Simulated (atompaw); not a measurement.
# What one change does to a pseudopotential (Rh (Z = 45), PAW (atompaw))

| Quantity | Value |
| --- | --- |
| Element | rhodium |
| Generator | atompaw 4.2.0.5 |
| Type | PAW |
| Functional | LDA (PW92) |
| Relativity | scalar-relativistic |
| Frozen core | [Kr] |
| Valence charge | 9 |
| Reference configuration | 4d8 5s1 5p0 |
| Partial waves | 5s (bound): rc 2.80 bohr; 5s channel at 0.3 Ry: rc 2.80 bohr; 5p (bound, empty): rc 2.80 bohr; 5p channel at 0.5 Ry: rc 2.80 bohr; 4d (bound): rc 2.80 bohr; 4d channel at 2.75 Ry: rc 1.50 bohr |
| Local potential | bessel scheme, radius 2.40 bohr |
| Core correction | smooth core density matched at 2.00 bohr |
| Augmentation charge | sinc compensation charge, radius 2.05 bohr; PAW radius 2.80 bohr; waves and projectors: custom rrkj gramschmidtortho |

Change: local potential troulliermartins scheme with l = 3 at -0.5 Ry, radius 2.40 bohr.

Cutoffs: the cutoffs (Ry, on a coarse ladder) from which the occupation-weighted sum of valence levels, in a spherical-Bessel basis at the reference potential, stays within 10 and 1 mRy of its value at 400 Ry; they do not see the model core or the augmentation charge, which bear on the density cutoff.

What does the change do?

The potential gets neither clearly harder nor softer (12 Ry and 21 Ry → 12 Ry and 21 Ry); a bound ghost appears in s, which as a rule spoils a file; the range in which the p phases agree narrows (upper end 3.2 → 1.4). A state that the projectors do not describe sees the local part alone, so a deeper or shallower local part can create or remove a ghost.

| quantity | base | changed |
| --- | --- | --- |
| cutoff, loose | 12 Ry | 12 Ry |
| cutoff, tight | 21 Ry | 21 Ry |
| bound ghosts | none | s |
| s: phases at 2.81 bohr within 0.05 rad from the reference energy up to (Ry; the scan ends near 5) | 3.2 | 4.0 |
| p: phases at 2.81 bohr within 0.05 rad from the reference energy up to (Ry; the scan ends near 5) | 3.2 | 1.4 |
| d: phases at 2.81 bohr within 0.05 rad from the reference energy up to (Ry; the scan ends near 5) | to the end of the scan | to the end of the scan |
| lowest overlap eigenvalue by channel | s 0.39, p 0.60, d 0.82 | s 0.29, p 0.51, d 0.90 |

 A true bound ghost makes a file unfit for plane-wave use even where its test errors are small: the radial tests pick states by their node count and pass the ghost by. The cutoffs see the waves, projectors and local potential, not the compensation charge or the core.
